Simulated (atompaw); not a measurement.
# How hard is this Nd (Z = 60) PAW (atompaw) potential?

```
Element                 : neodymium (Nd)
Generator               : atompaw 4.2.0.5
Type                    : PAW
Functional              : LDA (PW92)
Relativity              : scalar-relativistic
Frozen core             : [Kr] 4d10
Valence charge          : 14
Reference configuration : 4f4 5s2 5p6 5d0 6s1.5 6p0.5
Partial waves           : 5s (bound): rc 2.20 bohr; 6s (bound): rc 2.75 bohr; 5p (bound): rc 2.35 bohr; 6p (bound): rc 3.00 bohr; 5d (bound, empty): rc 3.00 bohr; 5d channel at 0.35 Ry: rc 3.00 bohr; 4f (bound): rc 1.10 bohr; 4f channel at 4.45 Ry: rc 1.10 bohr
Local potential         : troulliermartins scheme with l = 4 at 0 Ry, radius 1.52 bohr
Core correction         : smooth core density matched at 2.55 bohr
Augmentation charge     : gaussian compensation charge, radius 2.45 bohr; PAW radius 3.00 bohr; waves and projectors: custom polynom gramschmidtortho
```

The pseudo-atom Hamiltonian at the reference potential is diagonalised in spherical Bessel functions j_l(qr) that vanish at 20 bohr, with q² up to the cutoff. All-electron valence levels (Ry): 5s -3.0292, 6s -0.2939, 5p -1.6753, 6p -0.1160, 5d -0.1869, 4f -0.1877.

Question: How do the lowest levels (Ry) of each channel move with the cutoff, and are there ghosts?

Answer:

| cutoff (Ry) | s #1 | s #2 | s #3 | s #4 | p #1 | p #2 | p #3 | d #1 | d #2 | f #1 | f #2 | Σ f·Δε (mRy) |
| --- | --- | --- | --- | --- | --- | --- | --- | --- | --- | --- | --- | --- |
| 8 | -3.0258 | -0.2938 | -0.0162 | 0.1033 | -1.6254 | -0.1158 | 0.0313 | -0.1850 | 0.0275 | 0.0754 | 0.1800 | 1358.8 |
| 21 | -3.0292 | -0.2940 | -0.1714 | -0.0158 | -1.6751 | -0.1159 | 0.0312 | -0.1868 | 0.0273 | 0.0754 | 0.1797 | 1053.7 |
| 45 | -3.8020 | -3.0292 | -0.2939 | -0.0161 | -1.6753 | -0.1159 | 0.0312 | -0.1869 | 0.0273 | 0.0753 | 0.1788 | 1052.2 |
| 90 | -4.1611 | -3.0292 | -0.2939 | -0.0161 | -1.6753 | -0.1159 | 0.0312 | -0.1869 | 0.0273 | -0.1746 | 0.0759 | 52.2 |
| 160 | -4.1632 | -3.0292 | -0.2939 | -0.0161 | -1.6753 | -0.1159 | 0.0312 | -0.1869 | 0.0273 | -0.1868 | 0.0759 | 3.6 |
| 300 | -4.1632 | -3.0292 | -0.2939 | -0.0161 | -1.6753 | -0.1159 | 0.0312 | -0.1869 | 0.0273 | -0.1877 | 0.0759 | 0.2 |
| 400 | -4.1632 | -3.0292 | -0.2939 | -0.0161 | -1.6753 | -0.1159 | 0.0312 | -0.1869 | 0.0273 | -0.1877 | 0.0759 | 0.0 |

Result: ghost state, extra bound levels that the all-electron valence spectrum of the same l lacks: s at -56.6 eV (a true bound ghost makes a file unfit for plane-wave use); 10 mRy is reached at 160 Ry and 1 mRy at 230 Ry.
